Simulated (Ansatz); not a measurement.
Geometry optimisation, RKS PBE/def2-SVP in Ansatz.

input.yaml

```yaml
crystal:
  periodic: [false, false, false]
  atoms:
    - { symbol: O, position_ang: [-0.4988, -0.9502, 1.7357] }
    - { symbol: Si, position_ang: [-0.8588, -0.2719, 0.2187] }
    - { symbol: F, position_ang: [-1.8253, 1.0089, 0.4625] }
    - { symbol: Si, position_ang: [1.1595, 0.3514, -0.8947] }
    - { symbol: H, position_ang: [-0.9422, -0.411, 2.4362] }
    - { symbol: H, position_ang: [-1.6227, -1.2529, -0.5653] }
    - { symbol: H, position_ang: [0.8051, 0.9447, -2.2155] }
    - { symbol: H, position_ang: [2.0038, -0.8221, -1.1318] }
    - { symbol: H, position_ang: [1.8679, 1.3567, -0.0628] }
basis:
  gaussian: { orbitals: def2-SVP }
hamiltonian:
  xc: pbe
relax:
  f_tol: 0.02
  max_steps: 40
```

Run as:

```bash
$ ansatz run input.yaml --threads 2 --pin off --max-ram 3072MiB --backend cpu --events-out ev --progress --plain --runs-dir out
```

Q: Where does it end, and by what steps?

A: The forces met the threshold. The force dipped under the threshold on the way, but the program's further checks kept it going. After 17 steps the energy has fallen by 0.151 eV; H5 moved furthest, 0.76 Å.

```
step  energy less start (eV)  largest force component (eV/Å)  accepted
   0                  0.0000                           1.120       yes
   1                 -0.0409                           0.531       yes
   2                 -0.0674                           0.350       yes
   3                 -0.0708                           0.231       yes
   4                 -0.0749                           0.096       yes
   5                 -0.0768                           0.093       yes
   6                 -0.0782                           0.079       yes
   7                 -0.0796                           0.200       yes
   8                 -0.0818                           0.211       yes
   9                 -0.1055                           0.294       yes
  10                 -0.0145                           1.971        no
  11                 -0.1255                           0.201       yes
  12                 -0.1390                           0.174       yes
  13                 -0.1480                           0.142       yes
  14                 -0.1290                           0.478        no
  15                 -0.1508                           0.019       yes
  16                 -0.1509                           0.071       yes
  17                 -0.1510                           0.002       yes
```

```xyz
9
Properties=species:S:1:pos:R:3
O -0.765 -0.917 1.703
Si -0.976 -0.292 0.166
F -1.905 1.065 0.220
Si 1.071 0.352 -0.806
H -0.196 -0.398 2.297
H -1.736 -1.344 -0.580
H 0.866 1.003 -2.147
H 1.966 -0.847 -0.976
H 1.764 1.332 0.106
```

Whether the end is a true minimum wasn't checked by a vibrational analysis.

Time of the run: 43 s on 2 threads of Arm Neoverse N1 (shared host), peak memory 0.12 GiB.
